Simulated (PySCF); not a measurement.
Computed IR spectrum (relative IR intensity) of a molecule C2H14Si4. Geometry: ωB97X-D3(BJ)/def2-SVP. One conformer was computed; it need not be the lowest. These are ωB97X-D3(BJ)/def2-SVP (PySCF) values and carry that method's errors. Frequencies are harmonic and unscaled.

Lines under 2 % of the strongest are left out, and lines within 2 cm⁻¹ are merged.

ν (cm⁻¹): 735 (m), 763 (m), 801 (m), 841 (w), 925 (s), 930 (s), 943 (s), 955 (w), 959 (w), 967 (s), 974 (vw), 986 (m), 1069 (w), 1114 (w), 1276 (vw), 2243 (s), 2249 (w), 2252 (w), 2255 (w), 2259 (vs), 2263 (vw), 2271 (vs) (against the strongest line: vs over 80 %, s over 45 %, m over 15 %, w over 4 %, vw less)

Question: Pick the molecule that these values belong to.
(A) [SiH3]C([SiH3])C([SiH3])[SiH3]
(B) C[Si@H](C[SiH3])[SiH2][SiH3]
(C) CC[SiH2][SiH]([SiH3])[SiH3]
(D) C[C@@H]([SiH3])[SiH]([SiH3])[SiH3]

Answer: A, [SiH3]C([SiH3])C([SiH3])[SiH3]
